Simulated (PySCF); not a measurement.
How the method moves the HOMO and LUMO of `CO[C@@H]1[SiH2][C@H]1F`

Compound: C3H7FOSi.
Z-matrix (Å and degrees, PBE0-D3(BJ)/def2-SVP geometry), rows numbered from 1:
```
C 
O   1  1.4020
C   2  1.3803  1  112.88
Si  3  1.8786  2  126.51  1   157.56
C   3  1.5162  2  120.56  1    75.75
F   5  1.3614  3  118.76  4   120.60
H   1  1.1064  2  112.01  3   -59.84
H   1  1.0984  2  107.70  3  -179.38
H   1  1.1069  2  111.57  3    61.28
H   3  1.1085  2  114.92  1   -59.64
H   4  1.4834  3  115.59  5  -110.12
H   4  1.4836  3  122.21  5    98.56
H   5  1.1014  3  112.63  4  -105.65
```

Basis pcSseg-1 throughout (PySCF), one geometry. One conformer (not necessarily the lowest) at the PBE0-D3(BJ)/def2-SVP geometry, without solvent, vibrations or thermal averaging.

How do the orbital energies, the gap and the dipole change with the method?

```csv
method,kind,HOMO (eV),LUMO (eV),gap (eV),μ (D),SCF cycles
BLYP,GGA,-5.59,-0.70,4.89,0.55,15
OPBE,GGA,-5.68,-0.69,4.99,0.52,15
PBE,GGA,-5.71,-0.83,4.88,0.54,15
B97-D,GGA,-5.72,-0.73,5.00,0.57,14
BP86,GGA,-5.83,-0.91,4.92,0.55,14
KT3,GGA,-5.84,-0.85,4.99,0.55,16
KT2,GGA,-5.84,-0.91,4.93,0.57,16
LDA,LDA,-5.86,-1.02,4.84,0.56,15
B97-2,global hybrid,-6.83,-0.01,6.82,0.61,13
B3LYP,global hybrid,-6.85,-0.21,6.64,0.61,13
PBE0,global hybrid,-7.08,0.00,7.08,0.60,13
mPW1PW91,global hybrid,-7.12,0.01,7.12,0.61,13
BHandHLYP,global hybrid,-8.25,0.89,9.14,0.73,13
CAM-B3LYP,range-separated hybrid,-8.41,1.04,9.45,0.65,13
wB97X-D,range-separated hybrid,-8.95,1.74,10.69,0.65,14
LC-wPBE,range-separated hybrid,-9.71,2.16,11.88,0.64,13
HF,Hartree–Fock,-9.96,3.14,13.11,0.86,11
```

The HOMO spans 4.37 eV, from BLYP down to HF, and the gap runs from 4.84 eV (LDA) to 13.11 eV (HF). Over the methods BLYP (0 %), OPBE (0 %), PBE (0 %), B97-D (0 %), BP86 (0 %), KT3 (0 %), KT2 (0 %), LDA (0 %), B97-2 (21 %), B3LYP (20 %), PBE0 (25 %), mPW1PW91 (25 %), BHandHLYP (50 %), HF (100 %), a straight line through the gap against the share of exact exchange rises by 0.82 eV for each 10 % (correlation coefficient 0.999). The dipole ranges from 0.52 D (OPBE) to 0.86 D (HF). This basis has no diffuse functions.

The vertical ΔSCF ionisation energy at CAM-B3LYP/def2-SVPD is 9.31 eV; −ε(HOMO) comes closest to it with wB97X-D (8.95 eV).
